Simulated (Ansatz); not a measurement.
C2HCl2, doublet, geometry from GFN2-xTB, with bond 4-3 at 1.4 times its length; Ansatz (a first-principles code) with SC-NEVPT2/STO-3G, CASSCF(3,3).

Here is a job for Ansatz.
Ansatz 0.2 input:
```yaml
crystal:
  periodic: [false, false, false]
  atoms:
    - {symbol: Cl, position_ang: [1.83959043, -0.15444196, 0.10249302]}
    - {symbol: C, position_ang: [0.41788841, -0.96156335, 0.11193166]}
    - {symbol: C, position_ang: [-0.85236111, -0.76555476, 0.03260874]}
    - {symbol: Cl, position_ang: [-1.88829768, 1.50254705, -0.23380709]}
    - {symbol: H, position_ang: [-1.59683253, -1.53858327, 0.07107699]}
basis:
  gaussian:
    orbitals: STO-3G
correlation: {method: sc_nevpt2, electrons: all, active_space: {window: {electrons: 3, orbitals: 3}}}
magnetization: {spin_polarized: false, initial_magnetization: 1}
```

It wrote (shortened):

```
Functional definition: HF
340 factors; integrals over basis functions are off by at most 3.7e-5 eV
mean field evaluation 1: about -26777.2867 eV, gradient 2.5e1 eV
mean field evaluation 2: about -26777.3648 eV, gradient 2.5e1 eV
mean field evaluation 4: about -26782.8956 eV, gradient 1.5e1 eV
mean field evaluation 8: about -26784.2985 eV, gradient 3.5e-1 eV
mean field evaluation 16: about -26784.7424 eV, gradient 3.4e-2 eV
mean field evaluation 32: about -26784.2607 eV, gradient 3.2e-1 eV
mean field evaluation 64: about -26784.6972 eV, gradient 6.4e-1 eV
mean field evaluation 96: about -26777.2880 eV, gradient 2.5e1 eV
mean field evaluation 128: about -26784.2625 eV, gradient 2.0e-2 eV
mean field -26784.73949796 eV, -984.3210212017 hartree, gradient 1.4e-6 eV, S^2 0.750000; 16 other end points of the search recorded, 0 dependent functions left out
reference -26784.73949796 eV, -984.3210212017 hartree; 24, 23 occupied and 5, 6 virtual orbitals, 340 factors
state -26786.37996454 eV, -984.3813072365 hartree
state -26786.37996454 eV, -984.3813072365 hartree; corrected -26789.71666805 eV, -984.5039288288 hartree
Total energy: -26789.71666805 eV, -984.5039288288 hartree
```
